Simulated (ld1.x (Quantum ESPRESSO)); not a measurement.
Before and after: PAW potential for aluminium (Al)

ld1.x (Quantum ESPRESSO) 7.5 input, shortened:

```
&input
   title='Al', zed=13., rel=0, dft='PBESOL', iswitch=3,
   config='[Ne] 3s1 3p2 3d-2'
 /
 &inputp
   pseudotype=3, lpaw=.true., tm=.true., lloc=-1, rcloc=1.85,
   nlcc=.true., new_core_ps=.true., rcore=1.25,
   which_augfun='PSQ', rmatch_augfun_nc=.true.
 /
6
3S  1  0   1.00   0.00  1.70  2.05  0.0
3S  1  0   0.00  -0.05  1.70  2.05  0.0
3P  2  1   2.00   0.00  2.10  2.80  0.0
3P  2  1   0.00   0.30  2.10  2.80  0.0
3D  3  2  -2.00   0.50  2.25  2.85  0.0
3D  3  2  -2.00   1.95  2.25  2.85  0.0
 &test
   configts(1)='3s1 3p2'
 /
```

All-electron outer shells of the reference configuration (PBEsol, non-relativistic, ld1.x):

```csv
shell,level (eV),outermost node (bohr),outermost maximum (bohr)
2p,-71.38,–,0.43
3s,-8.50,0.80,2.06
3p,-3.33,0.81,2.58
```

Change: functional PBE; removed wave 3d channel at 1.95 Ry: rcut 2.25, rcutus 2.85 bohr.

Cutoffs: the cutoffs (Ry, on a coarse ladder) from which the occupation-weighted sum of valence levels, in a spherical-Bessel basis at the reference potential, stays within 10 and 1 mRy of its value at 400 Ry; they do not see the model core or the augmentation charge, which bear on the density cutoff. Errors are all-electron minus pseudo energies relative to the spin-unpolarised reference configuration.

Problem. Predict the effect on cutoff, ghosts and configuration errors.

Solution. Both files are so soft that the ladder of cutoffs tells neither apart; the errors of the 7 common tests hardly move; the range in which the d phases agree narrows (upper end at the end of the scan → 2.3); neither file shows a bound ghost.

| quantity | base | changed |
| --- | --- | --- |
| cutoff, loose | 6 Ry | 6 Ry |
| cutoff, tight | 10 Ry | 10 Ry |
| bound ghosts | none | none |
| error for 3s2 3p1, meV [ΔE -5.09 → -5.11 eV] | -1.3 | -1.1 |
| error for 3s2 3p0, meV [ΔE 0.66 → 0.66 eV] | -0.4 | -0.4 |
| error for 3s1 3p0, meV [ΔE 19.80 → 19.86 eV] | -12 | -11 |
| error for 3s2 3p1.3, meV [ΔE -5.66 → -5.68 eV] | -1.4 | -1.1 |
| error for 3s0 3p3, meV [ΔE 5.25 → 5.28 eV] | -1.0 | -0.8 |
| error for 3s1 3p1, meV [ΔE 6.41 → 6.44 eV] | -0.9 | -0.7 |
| error for 3s2 3p0.5, meV [ΔE -3.01 → -3.02 eV] | -0.9 | -0.8 |
| s: phases at 3.09 bohr within 0.05 rad from the reference energy up to (Ry; the scan ends near 5) | to the end of the scan | to the end of the scan |
| p: phases at 3.09 bohr within 0.05 rad from the reference energy up to (Ry; the scan ends near 5) | 2.3 | 2.3 |
| d: phases at 3.09 bohr within 0.05 rad from the reference energy up to (Ry; the scan ends near 5) | to the end of the scan | 2.3 |
| lowest overlap eigenvalue by channel | s 0.46, p 0.85, d 0.99 | s 0.46, p 0.86, d 1.00 |
